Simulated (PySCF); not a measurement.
Compound: C4H6F2N (doublet state).
Geometry (GFN2-xTB, Å), atoms numbered from 1 in this order:
```xyz
13
C4H6F2N angstrom
C     -1.396   -0.598    0.306
C     -0.470    0.434   -0.256
N     -0.647    1.671   -0.368
C      0.894   -0.094   -0.714
F      0.743   -1.352   -1.263
C      1.789   -0.157    0.453
F      2.513    0.929    0.742
H     -1.661   -1.306   -0.478
H     -0.905   -1.157    1.099
H     -2.301   -0.134    0.693
H     -1.531    2.033   -0.023
H      1.302    0.569   -1.485
H      1.666   -0.839    1.276
```

The hyperfine couplings belong to this conformer and change with its torsions.

The species is `[H]/N=C(\C)[C@H](F)[CH]F` [radical].

Level of theory: UKS B3LYP, pcH-1 on C F H N, non-relativistic, mean-field spin-orbit, GIAO (PySCF). Isolated species at its GFN2-xTB geometry (one conformer only). The geometry wasn't refined by DFT: couplings that depend on bond lengths, twists or pyramidal angles can differ widely from those at the functional's own minimum. Stability of the SCF solution: not tested.

(1) The isotropic 13C couplings are +140.3, +55.2, -31.3 MHz. Assign them to C2; C4; C6.

(2) The isotropic 19F couplings are +151.4, +109.2 MHz. Assign them to F5; F7.

(3) Match the computed a_iso(1H) values -51.4, +31.7, +2.5, +0.5 MHz (means over equivalent nuclei) with the sites H8/H9/H10; H11; H12; H13.

## Answers

(1) 
```json
{"site": "C2", "a_iso (MHz)": "+55.2", "ρ(0) (bohr⁻³)": "+0.0491", "position": "2 bonds from C6", "distance from C6 (Å)": "2.44", "spin population": "+0.01", "largest |T| (MHz)": "10.8"}
{"site": "C4", "a_iso (MHz)": "-31.3", "ρ(0) (bohr⁻³)": "-0.0278", "position": "1 bond from C6", "distance from C6 (Å)": "1.47", "spin population": "-0.04", "largest |T| (MHz)": "5.3"}
{"site": "C6", "a_iso (MHz)": "+140.3", "ρ(0) (bohr⁻³)": "+0.1248", "position": "largest spin population", "distance from C6 (Å)": "0.00", "spin population": "+0.92", "largest |T| (MHz)": "163.9"}
```

(2) 
```json
{"site": "F5", "a_iso (MHz)": "+109.2", "ρ(0) (bohr⁻³)": "+0.0260", "position": "2 bonds from C6", "distance from C6 (Å)": "2.34", "bound to": "C4", "spin population there": "-0.04", "largest |T| (MHz)": "65.2"}
{"site": "F7", "a_iso (MHz)": "+151.4", "ρ(0) (bohr⁻³)": "+0.0360", "position": "1 bond from C6", "distance from C6 (Å)": "1.34", "bound to": "C6", "spin population there": "+0.92", "largest |T| (MHz)": "523.3"}
```

(3) 
```csv
site,a_iso (MHz),ρ(0) (bohr⁻³),position,distance from C6 (Å),bound to,spin population there,largest |T| (MHz)
H8/H9/H10,+0.5,+0.0001,4 bonds from C6,3.60,C1,0.00,3.3
H11,+2.5,+0.0005,4 bonds from C6,4.01,N3,+0.05,5.1
H12,+31.7,+0.0071,"β, 2 bonds from C6",2.13,C4,-0.04,10.3
H13,-51.4,-0.0115,"α, 1 bond from C6",1.08,C6,+0.92,39.3
```

ρ(0) is the spin density at the nucleus and T the dipolar tensor; entries for several nuclei are means. The Mulliken spin populations are largest on C6 (+0.92) and F7 (+0.07). No atom but C6 exceeds +0.15. The angles at C6 add up to 356.4°, so it is nearly planar; its axial dipolar tensor and the negative coupling of its proton fit spin in a p orbital normal to that plane.

Examples of negative spin density at the nucleus (bohr⁻³): C4 (-0.0278) and H13 (-0.0115).

Class means assume fast exchange of nuclei equivalent by connectivity; if that motion is slow, each nucleus keeps its own coupling.
